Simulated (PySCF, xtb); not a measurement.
Cd(Br)(SeH) (BrCdHSe), SMILES [SeH][Cd][Br].

GFN2-xTB (xtb) at its own geometry gives an orbital gap of 2.99 eV and a dipole moment of 6.06 D.

Geometry optimised at r2SCAN-D4/def2-SVP. The structure was generated by enumeration; whether it is a known compound was not checked. The def2 effective core potentials stand for the cores of Cd; spin–orbit coupling is left out. The values are those of a single conformer.

Problem. What does PBE/def2-TZVPD (PySCF) give? (The exact figures need the calculation; the answer reports its results.)

Solution. gap 3.39 eV (levels -6.18 and -2.79 eV), dipole 1.36 D.
